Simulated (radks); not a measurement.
In4+, 45 electrons, occupied as [Ar] 3d10 4s1 4p6 4d9 5s1 (not the ground configuration).

Method: scalar-relativistic Kohn-Sham, r2SCAN, spin-unpolarised, spherical densities, finite nucleus; meta-GGA in the generalised Kohn-Sham scheme; Fermi nuclear charge, rms radius 4.6156 fm; computed with a radial shooting solver on a logarithmic mesh with Libxc functionals.

Energy parts (Ry):
part                        energy
total                 -11747.07645
kinetic                12244.20030
electron-nucleus      -28214.34831
Hartree                 4538.71643
exchange-correlation    -315.64487

Orbitals (lengths in bohr, moments of r in powers of bohr; <r^-3> diverges for s and p1/2):
| orbital | occ. | eigenvalue (Ry) | <r^-3> |
|---|---|---|---|
| 1s | 2 | -2048.279 | - |
| 2s | 2 | -311.6020 | - |
| 2p | 6 | -279.9280 | 4375 |
| 3s | 2 | -63.16490 | - |
| 3p | 6 | -52.71240 | 804.7 |
| 3d | 10 | -36.52272 | 110.0 |
| 4s | 1 | -13.18423 | - |
| 4p | 6 | -10.00331 | 144.5 |
| 4d | 9 | -5.31594 | 14.47 |
| 5s | 1 | -3.48158 | - |
| 5p | 0 | -2.71441 | 21.99 |
| 5d | 0 | -1.66759 | 2.114 |
| 4f | 0 | -1.35189 | 0.4579 |

The highest occupied level is 5s at -47.369 eV. Summed over all electrons, <r^2> = 25.58 bohr^2, which gives a Langevin (diamagnetic) susceptibility term of -20.3 x 10^-6 cm^3/mol. The electron density at the nucleus is 1.791e+05 e/bohr^3 (large components only).

Run on one thread of a shared host, so times are rough (Arm Neoverse N1): 0.15 s of CPU time, 0.15 s wall, 12 iterations on 2228 mesh points.
